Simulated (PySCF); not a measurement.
A structure optimised at PBE-D3(BJ)/def2-SVP, used in a PySCF frequency run:

```xyz
6

C      1.0722    -1.2757     0.0000
C      0.0128    -0.4561     0.0000
F     -1.2460    -0.8944     0.0000
Cl     0.1004     1.2749     0.0000
H      2.0902    -0.8705     0.0000
H      0.9079    -2.3617     0.0000
```

Problem. Write its SMILES, formula and point group.

Solution. C=C(F)Cl, C2H2ClF, Cs

Problem. What are its rotational constants (standard atomic weights)?

Solution. 10.499, 4.9747, 3.3754 GHz
